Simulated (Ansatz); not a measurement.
Compare A (`CB(N)O[SiH3]`) with its isomer B (`CNB[SiH2]O`).

Isolated molecules relaxed with PBE0-D4/def2-TZVP in Ansatz; ΔE leaves out vibrations. CBS: MP2 limit from def2 TZ/QZ plus the TZ coupled-cluster correction, frozen cores. Functionals use def2-TZVPP. B3LYP here is the variant with VWN-RPA as its local correlation; programs differ in this. One conformer a species, not always the lowest.

A:

```xyz
13

C    -0.437    1.415   -0.258
B     0.409    0.346    0.534
N     1.263    0.703    1.586
O     0.340   -0.998    0.220
Si   -0.504   -1.837   -0.905
H    -1.507    1.193   -0.190
H    -0.289    2.437    0.096
H    -0.187    1.395   -1.324
H     1.804    0.022    2.091
H     1.387    1.649    1.895
H    -0.153   -1.392   -2.281
H    -0.154   -3.269   -0.748
H    -1.970   -1.665   -0.714
```

B:

Z-matrix (Å, degrees):
```
C
N 1 1.447
H 1 1.094 2 111.3
H 1 1.089 2 109.0 3 119.7
H 1 1.094 2 111.4 3 -120.7
B 2 1.384 1 127.2 3 -120.1
H 2 1.010 1 113.3 3 59.7
Si 6 2.016 2 120.6 1 -178.9
H 6 1.204 2 117.0 1 0.7
O 8 1.662 6 112.9 2 -128.5
H 8 1.498 6 110.1 2 107.9
H 8 1.492 6 112.0 2 -10.6
H 10 0.958 8 116.3 6 -47.7
```

(1) Which is lower in electronic energy at CCSD(T)/CBS, and by how much? (Estimate.)

(2) Give E(B) − E(A) in kJ/mol with PBE0-D4, HF/def2-TZVPP, MP2/def2-TZVPP, CCSD/def2-TZVPP, B3LYP-D4, PBE-D4, r2SCAN-D4. (Best estimate.)

(3) Does the order hold for the free energy at 298.15 K (harmonic terms from PBE0-D4)? (Estimate.)

Largest T1 diagnostic: 0.013.

Results:

(1) Computed: A, by 214.7 kJ/mol.

(2) Ansatz gave: PBE0-D4 207.4, HF/def2-TZVPP 234.6, MP2/def2-TZVPP 221.9, CCSD/def2-TZVPP 217.7, B3LYP-D4 215.6, PBE-D4 197.5, r2SCAN-D4 217.8. None reverses the order clearly.

(3) Computed: Yes: G(B) − G(A) = +218.1 kJ/mol, for one conformer each. Modes under 60 cm⁻¹, often nearly free rotors, make the harmonic entropy too high.

From PBE to PBE0 (25 % exact exchange), in def2-TZVPP and without D4, E(B) − E(A) moves by +10.2 kJ/mol. At CCSD(T), def2-SVP lies +4.6 kJ/mol from the extrapolated value and def2-TZVPP −0.1 kJ/mol.
